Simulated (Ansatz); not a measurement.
All values below come from frozen-core CCSD(T)/cc-pVTZ // PBE0-D3(BJ)/def2-SVP (Ansatz, a first-principles code).

Ansatz 0.2 input:
```yaml
crystal:
  periodic: [false, false, false]
  atoms:
    - { symbol: Al, position_ang: [0.012054, -0.00857, -0.01892] }
    - { symbol: Cl, position_ang: [2.011957, 0.584977, 0.392505] }
    - { symbol: Cl, position_ang: [-0.918163, 0.98938, -1.649828] }
    - { symbol: Cl, position_ang: [-0.362864, -2.097865, 0.104907] }
    - { symbol: C, position_ang: [-0.826404, 2.179851, 1.620666] }
    - { symbol: N, position_ang: [-0.998503, 0.715493, 1.574747] }
    - { symbol: C, position_ang: [-0.454734, 0.1013, 2.800781] }
    - { symbol: C, position_ang: [-2.426304, 0.375881, 1.426314] }
    - { symbol: H, position_ang: [-1.369692, 2.59923, 2.483182] }
    - { symbol: H, position_ang: [-1.211127, 2.616425, 0.689748] }
    - { symbol: H, position_ang: [0.242959, 2.413635, 1.704256] }
    - { symbol: H, position_ang: [-0.567328, -0.988869, 2.73719] }
    - { symbol: H, position_ang: [-0.990253, 0.481852, 3.685864] }
    - { symbol: H, position_ang: [0.613572, 0.341482, 2.879768] }
    - { symbol: H, position_ang: [-2.999485, 0.760617, 2.285618] }
    - { symbol: H, position_ang: [-2.806345, 0.818682, 0.496432] }
    - { symbol: H, position_ang: [-2.5319, -0.7152, 1.366288] }
basis:
  gaussian: { orbitals: cc-pVTZ }
correlation:
  method: ccsd_t
```

Output:

```
Functional definition: HF
2204 factors; integrals over basis functions are off by at most 1.0e-3 eV
mean field evaluation 1: about -48816.2288 eV, gradient 3.3e1 eV
mean field evaluation 2: about -48816.6508 eV, gradient 3.3e1 eV
mean field evaluation 4: about -48820.1157 eV, gradient 3.8e0 eV
mean field evaluation 8: about -48820.1666 eV, gradient 1.5e-1 eV
mean field evaluation 16: about -48819.3438 eV, gradient 1.0e1 eV
mean field -48820.16675239 eV, -1794.1080366526 hartree, gradient 1.7e-6 eV, S^2 0.000000; 0 other end points of the search recorded, 0 dependent functions left out
24 core orbitals not correlated
reference -48820.16675239 eV, -1794.1080366526 hartree; 25, 25 occupied and 333, 333 virtual orbitals, 2204 factors
second order -38.03030409 eV of doubles, -0.00000000 eV of singles
cycle   1  -39.39897389 eV  change    -1.4e0 eV  update   1.1e-1
cycle   2  -40.24083944 eV  change   -8.4e-1 eV  update   3.0e-2
cycle   3  -40.37227092 eV  change   -1.3e-1 eV  update   1.3e-2
cycle   4  -40.36203050 eV  change    1.0e-2 eV  update   2.6e-3
cycle   5  -40.36262895 eV  change   -6.0e-4 eV  update   9.2e-4
cycle   6  -40.36278433 eV  change   -1.6e-4 eV  update   2.1e-4
cycle   7  -40.36269515 eV  change    8.9e-5 eV  update   7.4e-5
cycle   8  -40.36270428 eV  change   -9.1e-6 eV  update   2.2e-5
perturbative correction -1.65054921 eV, -0.0606565646 hartree
Total energy: -48862.18000587 eV, -1795.6519952406 hartree
```

Cost: around 2.3 core-hours (rough).
